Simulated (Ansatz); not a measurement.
Mulliken charges of C2H3ClInNO (`[CH3][In]([Cl])[N]=C=O`) from r2SCAN/def2-TZVPP in Ansatz (PBE0-D4/def2-TZVP geometry).

```
atom   x (Å)   y (Å)   z (Å)  charge (e)
  C1  -0.417  -1.581   1.184      -0.405
 In2   0.460  -0.092  -0.041       0.844
 Cl3   2.709   0.041  -0.617      -0.379
  N4  -0.584   1.436  -0.876      -0.427
  C5  -0.330   2.381  -1.579       0.301
  O6  -0.158   3.315  -2.258      -0.251
  H7  -0.070  -2.562   0.861       0.105
  H8  -1.502  -1.521   1.109       0.110
  H9  -0.108  -1.416   2.216       0.101
```

By hand: the dipole of these point charges (1 e Å = 4.8032 D).

Σ q r = (-0.463, -0.761, 0.621) e Å, of length 1.086 e Å = 5.22 D.

How does the dipole of the full density compare? (An estimate is asked.)

Computed: (-0.356, -0.729, 0.583) e Å, 4.80 D; the point charges give 1.09 times that, at 4° from its direction.

Point charges leave out the atoms' own dipoles, such as those of lone pairs, and Mulliken's split depends on the basis, so the close match here is no proof of good charges.
